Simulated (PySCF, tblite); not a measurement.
Isomers of C4H10NOSi2 (doublet state), one GFN2-xTB conformer each. Single-point energies are computed at B3LYP/pcH-1 (PySCF, gas phase, no added dispersion term), electronic only. GFN2-xTB treats the open shell by occupation alone, and not every SCF solution was tested for stability.

```csv
SMILES,GFN2-xTB relative energy (kJ/mol)
C=COC(=C)N([SiH2])[SiH3],0.0
C=[C]OC(=C)N([SiH3])[SiH3],61.1
C#C[Si@H](NC)[SiH]OC,80.1
[H]/[C]=C\OC(=C)N([SiH3])[SiH3],104.2
```

Conformers: `[CH2:1]=[CH:2][O:3][C:4](=[CH2:5])[N:6]([SiH2:7])[SiH3:8]` (doublet state) with C1–C2–O3–C4 171°, C2–O3–C4–C5 -33°, O3–C4–N6–Si7 173°, C4–N6–Si7–H -59° and 69°; `[CH2:1]=[C:2][O:3][C:4](=[CH2:5])[N:6]([SiH3:7])[SiH3:8]` (doublet state) with C1–C2–O3–C4 -58°, C2–O3–C4–C5 -2°, O3–C4–N6–Si7 176°; `[CH:1]#[C:2][Si@H:3]([NH:4][CH3:5])[SiH:6][O:7][CH3:8]` (doublet state) with C2–Si3–N4–C5 174°, C2–Si3–Si6–O7 -64°, Si3–Si6–O7–C8 175°; `[H]/[C:1]=[CH:2]\[O:3][C:4](=[CH2:5])[N:6]([SiH3:7])[SiH3:8]` (doublet state) with C1–C2–O3–C4 163°, C2–O3–C4–C5 -30°, O3–C4–N6–Si7 172°.

What does B3LYP/pcH-1 give for the same structures?

```tsv
SMILES	B3LYP/pcH-1 E (Eh)	B3LYP/pcH-1 (kJ/mol)	GFN2-xTB (kJ/mol)	point group
C#C[Si@H](NC)[SiH]OC	-867.38396	0.0	80.1	C1
C=COC(=C)N([SiH2])[SiH3]	-867.37107	33.8	0.0	C1
C=[C]OC(=C)N([SiH3])[SiH3]	-867.33863	119.0	61.1	C1
[H]/[C]=C\OC(=C)N([SiH3])[SiH3]	-867.33253	135.0	104.2	C1
```

GFN2-xTB puts C=COC(=C)N([SiH2])[SiH3] lowest instead; measured from each level's own lowest isomer, the values differ by up to 80.1 kJ/mol (C#C[Si@H](NC)[SiH]OC: 80.1 against 0.0). As drawn, the lowest has an N–H bond, an Si–O bond and an Si–Si bond, which the highest lacks. Neighbours under 21 kJ/mol apart (C=[C]OC(=C)N([SiH3])[SiH3] and [H]/[C]=C\OC(=C)N([SiH3])[SiH3]) can change places with a better method, another conformer or zero-point energy.

What happens when harmonic zero-point energies from GFN2-xTB frequencies are added?

```tsv
SMILES	ZPE (kJ/mol)	electronic (kJ/mol)	with ZPE (kJ/mol)
C#C[Si@H](NC)[SiH]OC	339.0	0.0	0.0
C=COC(=C)N([SiH2])[SiH3]	323.6	33.8	18.4
C=[C]OC(=C)N([SiH3])[SiH3]	311.7	119.0	91.7
[H]/[C]=C\OC(=C)N([SiH3])[SiH3]	310.4	135.0	106.4
```

The zero-point energies span 28.6 kJ/mol. The order is unchanged.

As an exercise, what shares would exp(−E/RT) give at 2000 K from these electronic energies alone (no entropy, no degeneracies)?

RT = 16.629 kJ/mol: C#C[Si@H](NC)[SiH]OC 88.4 %, C=COC(=C)N([SiH2])[SiH3] 11.5 %, C=[C]OC(=C)N([SiH3])[SiH3] 0.1 %, [H]/[C]=C\OC(=C)N([SiH3])[SiH3] under 0.1 %.
